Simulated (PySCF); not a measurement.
Cu(OH2)2 (CuH4O2), SMILES [OH2]->[Cu+]<-[OH2], charge +1, multiplicity 1. Geometry: r2SCAN-D4/def2-TZVP. The spin state was assumed, not searched.

Problem. Give the equilibrium geometry at r2SCAN-D4/def2-TZVP (PySCF confirms it by a frequency run) as a Z-matrix, and its point group. (The exact figures need the calculation; the answer reports its results.)

Solution. point group C2.
```
Cu
O 1 1.8800
H 2 0.9661 1 123.39
H 2 0.9662 3 108.25 1 -154.73
O 1 1.8800 4 160.17 2 174.54
H 5 0.9661 1 123.39 4 97.13
H 5 0.9662 6 108.25 1 -154.73
```
Charge +1, spin multiplicity 1.
